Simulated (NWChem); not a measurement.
System: CH5NOSn, singlet; SMILES C[O][Sn][NH2]

NWChem input:

```
start job
memory heap 200 mb stack 900 mb global 1100 mb
geometry units angstroms noautoz
  Sn     0.385063    -0.590522     0.138721
  O      0.658643     1.428716     0.247315
  C     -0.360561     2.380143     0.114865
  H     -1.160186     2.285667     0.893070
  H      0.066907     3.404218     0.216723
  H     -0.876114     2.343269    -0.878483
  N     -1.648707    -0.487123    -0.182970
  H     -2.198436     0.375735    -0.243406
  H     -2.249399    -1.307720    -0.305112
end
basis spherical
  * library def2-svp
end
ecp
  Sn library def2-ecp
end
dft
  xc pw6b95
  iterations 150
  mulliken
end
task dft energy
```

Parts of the log:

```
             Northwest Computational Chemistry Package (NWChem) 7.3.0
             --------------------------------------------------------

 CS  symmetry detected

                             Geometry "geometry" -> ""
                             -------------------------

 Output coordinates in angstroms (scale by  1.889725989 to convert to a.u.)

  No.       Tag          Charge          X              Y              Z
 ---- ---------------- ---------- -------------- -------------- --------------
    1 Sn                  50.0000     0.26335364    -0.62095134     0.00000000
    2 O                    8.0000     0.76530635     1.35692738     0.00000000
    3 C                    6.0000    -0.15419924     2.41335656     0.00000000
    4 H                    1.0000    -0.82373038     2.41936032     0.89755411
    5 H                    1.0000     0.39117589     3.38515853     0.00000000
    6 H                    1.0000    -0.82373038     2.41936032    -0.89755411
    7 N                    7.0000    -1.77278417    -0.29762535     0.00000000
    8 H                    1.0000    -2.22955216     0.61983927     0.00000000
    9 H                    1.0000    -2.46961106    -1.04833251     0.00000000

 Effective nuclear repulsion energy (a.u.)     353.4318057926

      Symmetry information
      --------------------

 Group name             Cs
 Group number              2
 Group order               2
 No. of unique centers     8

                                 NWChem DFT Module
                                 -----------------

 Summary of "ao basis" -> "ao basis" (spherical)
 ------------------------------------------------------------------------------
       Tag                 Description            Shells   Functions and Types
 ---------------- ------------------------------  ------  ---------------------
 Sn                         def2-svp                10       26   4s4p2d
 O                          def2-svp                 6       14   3s2p1d
 C                          def2-svp                 6       14   3s2p1d
 H                          def2-svp                 3        5   2s1p
 N                          def2-svp                 6       14   3s2p1d

      Symmetry analysis of basis
      --------------------------

        a'         65
        a"         28

            General Information
            -------------------
          SCF calculation type: DFT
          Wavefunction type:  closed shell.
          No. of atoms     :     9
          No. of electrons :    48
           Alpha electrons :    24
            Beta electrons :    24
          Charge           :     0
          Spin multiplicity:     1
          Use of symmetry is: on ; symmetry adaption is: on
          Maximum number of iterations: 150
          AO basis - number of functions:    93
                     number of shells:    43
          Convergence on energy requested:  1.00D-06
          Convergence on density requested:  1.00D-05
          Convergence on gradient requested:  5.00D-04

              XC Information
              --------------
                       PW6B95 Method XC Functional
                     Hartree-Fock (Exact) Exchange  0.280
                    PW6B95 GGA Exchange Functional  0.720
                      PW6B95 Correlation Potential  1.000

             Grid Information
             ----------------
          Grid used for XC integration:  medium
          Radial quadrature: Mura-Knowles
          Angular quadrature: Lebedev.
          Tag              B.-S. Rad. Rad. Pts. Rad. Cut. Ang. Pts.
          ---              ---------- --------- --------- ---------
          Sn                  1.45      123          11.0       590
          O                   0.60       49          11.0       434
          C                   0.70       49          11.0       434
          H                   0.35       45          13.0       434
          N                   0.65       49          11.0       434
          Grid pruning is: on
          Number of quadrature shells:   450
          Spatial weights used:  Erf1

      Superposition of Atomic Density Guess
      -------------------------------------

 Sum of atomic energies:        -418.15228404

      Non-variational initial energy
      ------------------------------

 Total energy =    -383.559114
 1-e energy   =    -989.288054
 2-e energy   =     412.937189
 HOMO         =      -0.296826
 LUMO         =      -0.035001

      Symmetry analysis of molecular orbitals - initial
      -------------------------------------------------

  Numbering of irreducible representations:

     1 a'          2 a"

  Orbital symmetries:

     1 a'          2 a'          3 a'          4 a'          5 a'
     6 a'          7 a"          8 a'          9 a'         10 a'
    11 a'         12 a"         13 a"         14 a'         15 a'
    16 a'         17 a'         18 a'         19 a"         20 a'
    21 a'         22 a"         23 a"         24 a'         25 a"
    26 a'         27 a'         28 a'         29 a'         30 a'
    31 a"         32 a'         33 a'         34 a'

     ---------------------------------------------
      Total Density - Mulliken Population Analysis
     ---------------------------------------------

    Atom       Charge   Shell Charges
 -----------   ------   -------------------------------------------------------
    1 Sn  22    20.80   1.60  0.43  1.17  0.69  3.27  2.72  0.54  0.29  9.78  0.30
    2 O    8     8.99   1.99  1.11  0.73  3.07  2.08  0.01
    3 C    6     5.90   1.99  0.92  0.24  1.84  0.88  0.05
    4 H    1     0.93   0.69  0.22  0.02
    5 H    1     0.93   0.69  0.22  0.02
    6 H    1     0.93   0.69  0.22  0.02
    7 N    7     7.97   1.99  1.04  0.51  2.58  1.85  0.01
    8 H    1     0.78   0.59  0.14  0.04
    9 H    1     0.76   0.59  0.13  0.04

   convergence    iter        energy       DeltaE   RMS-Dens  Diis-err
 ---------------- ----- ----------------- --------- --------- ---------
 d= 0,ls=0.0,diis     1   -385.4968734991 -5.78D+02  1.90D-02  7.14D-01
 d= 0,ls=0.0,diis     2   -385.2635517700  2.33D-01  1.11D-02  2.94D+00
 d= 0,ls=0.0,diis     3   -385.5974965618 -3.34D-01  2.03D-03  2.82D-02
 d= 0,ls=0.0,diis     4   -385.5974549434  4.16D-05  1.18D-03  2.68D-02
 d= 0,ls=0.0,diis     5   -385.6005381527 -3.08D-03  2.49D-04  1.37D-03
  Resetting Diis
 d= 0,ls=0.0,diis     6   -385.6006933969 -1.55D-04  5.82D-05  5.35D-05
 d= 0,ls=0.0,diis     7   -385.6007001897 -6.79D-06  1.01D-05  7.52D-07
 d= 0,ls=0.0,diis     8   -385.6007002253 -3.56D-08  5.77D-06  2.93D-07

         Total DFT energy =     -385.600700225322
      One electron energy =     -993.561382813446
           Coulomb energy =      456.362685488226
    Exchange-Corr. energy =      -41.193753272668
 Nuclear repulsion energy =      192.791750372566

 Numeric. integr. density =       47.999959977068

                  Occupations of the irreducible representations
                  ----------------------------------------------

                     irrep           alpha         beta
                     --------     --------     --------
                     a'               18.0         18.0
                     a"                6.0          6.0

                       DFT Final Molecular Orbital Analysis
                       ------------------------------------

 Vector   22  Occ=2.000000D+00  E=-2.756425D-01  Symmetry=a"
              MO Center= -3.5D-01,  7.4D-01,  2.1D-12, r^2= 3.5D+00
   Bfn.  Coefficient  Atom+Function         Bfn.  Coefficient  Atom+Function
  ----- ------------  ---------------      ----- ------------  ---------------
    32      0.392253  2 O  pz                75     -0.322088  7 N  pz
    35      0.303452  2 O  pz                78      0.266225  7 N  pz
    13      0.206452  1 Sn pz                16      0.177265  1 Sn pz
    55     -0.171510  4 H  s                 65      0.171510  6 H  s
    46     -0.166143  3 C  pz                56     -0.101654  4 H  s

 Vector   23  Occ=2.000000D+00  E=-2.649642D-01  Symmetry=a'
              MO Center=  5.0D-01,  4.3D-01,  2.7D-13, r^2= 4.0D+00
   Bfn.  Coefficient  Atom+Function         Bfn.  Coefficient  Atom+Function
  ----- ------------  ---------------      ----- ------------  ---------------
     3      0.329983  1 Sn s                 30      0.300543  2 O  px
    31      0.293510  2 O  py                12     -0.287745  1 Sn py
     4      0.275880  1 Sn s                 33      0.242462  2 O  px
    34      0.213524  2 O  py                60     -0.190869  5 H  s
     2     -0.141227  1 Sn s                 61     -0.133240  5 H  s

 Vector   24  Occ=2.000000D+00  E=-2.566255D-01  Symmetry=a"
              MO Center= -8.3D-01,  4.6D-01,  1.7D-15, r^2= 3.1D+00
   Bfn.  Coefficient  Atom+Function         Bfn.  Coefficient  Atom+Function
  ----- ------------  ---------------      ----- ------------  ---------------
    75      0.438808  7 N  pz                78     -0.388562  7 N  pz
    32      0.378968  2 O  pz                35      0.299095  2 O  pz
    56     -0.140465  4 H  s                 66      0.140465  6 H  s
    55     -0.123307  4 H  s                 65      0.123307  6 H  s
    46     -0.087062  3 C  pz                20      0.067618  1 Sn d  1

 Vector   25  Occ=0.000000D+00  E=-5.390956D-02  Symmetry=a"
              MO Center=  1.3D-01, -5.6D-01,  2.3D-15, r^2= 3.8D+00
   Bfn.  Coefficient  Atom+Function         Bfn.  Coefficient  Atom+Function
  ----- ------------  ---------------      ----- ------------  ---------------
    16      0.608344  1 Sn pz                13      0.496221  1 Sn pz
    78     -0.261826  7 N  pz                75      0.235928  7 N  pz
    32     -0.182421  2 O  pz                35     -0.169573  2 O  pz
    10     -0.159053  1 Sn pz                 7     -0.148151  1 Sn pz
    49     -0.055554  3 C  pz                56      0.050078  4 H  s

[...]
```

Level: PW6B95/def2-SVP with def2 effective core potentials on Sn. Low-valent species are run as closed-shell singlets; no triplet was tried in these runs. The geometry was optimised at PBE-D3(BJ)/def2-SVP. def2 effective core potentials on Sn; no spin-orbit coupling.
